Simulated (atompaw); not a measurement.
# An all-electron radial function and its pseudo partner (zinc (Zn))

Columns: radius, all-electron u(r) and pseudo u(r) of the 3p shell (level -84.44 eV) of zinc in the configuration [Ne] 3s2 3p6 3d10 4s1.5 4p0.5; PBEsol, scalar-relativistic, PAW (atompaw) scheme, atompaw 4.2.0.5.

| r (bohr) | all-electron | pseudo |
| --- | --- | --- |
| 0.094 | -0.6353 | 0.1030 |
| 0.188 | -0.4309 | 0.3757 |
| 0.283 | 0.2448 | 0.7286 |
| 0.377 | 0.8188 | 1.0442 |
| 0.471 | 1.1507 | 1.2457 |
| 0.565 | 1.2704 | 1.3088 |
| 0.660 | 1.2489 | 1.2598 |
| 0.754 | 1.1500 | 1.1505 |
| 0.848 | 1.0169 | 1.0169 |
| 0.942 | 0.8755 | 0.8755 |
| 1.037 | 0.7387 | 0.7387 |
| 1.131 | 0.6162 | 0.6162 |
| 1.225 | 0.5091 | 0.5091 |
| 1.319 | 0.4175 | 0.4175 |
| 1.413 | 0.3406 | 0.3406 |
| 1.508 | 0.2760 | 0.2760 |
| 1.602 | 0.2233 | 0.2233 |
| 1.696 | 0.1802 | 0.1802 |
| 1.790 | 0.1451 | 0.1451 |
| 1.885 | 0.1164 | 0.1164 |
| 1.979 | 0.0934 | 0.0934 |
| 2.073 | 0.0748 | 0.0748 |
| 2.167 | 0.0599 | 0.0599 |
| 2.262 | 0.0478 | 0.0478 |
| 2.356 | 0.0382 | 0.0382 |
| 2.450 | 0.0305 | 0.0305 |

How many radial nodes do the two functions have?

The all-electron 3p function has n − l − 1 = 1; the pseudo-wave has 0, since the states of the same l below it are removed with the core.

At about which radius was the pseudo-wave matched?

0.80 bohr, where the columns begin to agree (steps of 0.09 bohr).

Is the pseudo-wave norm-conserving?

No, it belongs to a PAW set: the norm inside the radius is not constrained, and the difference is carried by the augmentation charge.
